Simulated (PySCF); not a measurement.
Molecule: 4-vinylpyridine (C=Cc1ccncc1, C$_{7}$H$_{7}$N).

Bonds (- single, = double, # triple, : aromatic): C1=C2, C2-C3, C3:C4, C4:C5, C5:N6, N6:C7, C7:C8, C8:C3. C1 carries H9, H10; C2 carries H11; C4 carries H12; C5 carries H13; C7 carries H14; C8 carries H15. H10 is cis to C3; H9 is trans to C3.

Frames of a GFN2-xTB Langevin trajectory at 300 K; GIAO PBE0/pcSseg-1 shieldings in PySCF 2.14.0 with density-fitted response routines, gas phase, non-relativistic; equivalent atoms averaged within each frame.

References, each an isolated molecule treated in the same way: 13C (σ = 186.93 ppm), 1H (σ = 31.72 ppm) against TMS; 15N (σ = 267.73 ppm) against NH3. The references are static minima.

How do the shifts (ppm) fluctuate along the trajectory?

Answers


| time (fs) | C5/C7 | C3 | C2 | C1 | C4/C8 | N6 | H13/H14 | H11 | H12/H15 | H10 |
| --- | --- | --- | --- | --- | --- | --- | --- | --- | --- | --- |
| optimised geometry | 156.6 | 148.3 | 144.0 | 123.5 | 125.0 | 362.2 | 8.96 | 6.84 | 7.39 | 6.57 |
| 250 | 159.7 | 148.2 | 142.7 | 125.5 | 123.4 | 377.0 | 9.22 | 7.05 | 6.95 | 6.61 |
| 425 | 152.8 | 156.9 | 141.7 | 118.5 | 127.5 | 353.9 | 8.93 | 7.13 | 7.18 | 6.00 |
| 625 | 152.7 | 148.5 | 137.0 | 119.8 | 131.2 | 354.4 | 9.31 | 6.20 | 8.33 | 6.49 |
| 800 | 161.4 | 146.9 | 153.7 | 129.3 | 128.5 | 371.7 | 9.45 | 7.78 | 7.66 | 7.27 |
| 1000 | 154.6 | 153.7 | 145.0 | 124.1 | 125.0 | 352.2 | 9.13 | 6.90 | 7.31 | 6.25 |
| mean of frames | 156.2 | 150.8 | 144.0 | 123.5 | 127.1 | 361.8 | 9.21 | 7.01 | 7.49 | 6.53 |
| standard deviation | 4.0 | 4.3 | 6.1 | 4.4 | 3.1 | 11.6 | 0.20 | 0.56 | 0.54 | 0.48 |

5 frames give an uncertainty of the mean of about the standard deviation over 2.2 at best, since frames this close in time may not be independent; classical motion lacks zero-point vibration, and the reference would need the same averaging.
